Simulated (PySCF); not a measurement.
# Exercise with solution: oscillator strength and radiative lifetime

Te(Cl)(SiH3) (ClH₃SiTe), SMILES [Te](Cl)[SiH3].

Geometry: PBE0-D3(BJ)/def2-SVP. The def2 effective core potentials stand for the cores of Te; spin–orbit coupling is left out.

TDDFT-PBE0/def2-SVPD in PySCF puts the first singlet state with f over 0.02 at 5.80 eV (vertical), with the transition dipole (0.000, 0.000, -0.495) in atomic units.

Q: Find the oscillator strength, the wavelength and the radiative lifetime that this transition would have in vacuum if emission retraced absorption.

A: 
|μ|² = 0.2450 au, so |μ| = 1.26 D. ΔE = 5.80/27.211 = 0.2131 hartree. f = (2/3) ΔE |μ|² = 0.035 (the program prints 0.035).
λ = 1239.84/5.80 = 214 nm; ν = 46780 cm⁻¹.
Einstein's coefficient A = 0.6670 ν² f s⁻¹ (ν in cm⁻¹) = 5.1e7 s⁻¹, so τ = 1/A = 20 ns. This state is S6; the lower singlets have f = 0.000, 0.002, 0.009, 0.001, 0.008. The figure is the radiative limit of this one transition; relaxation, internal conversion, crossing to triplets and a medium change what is measured.
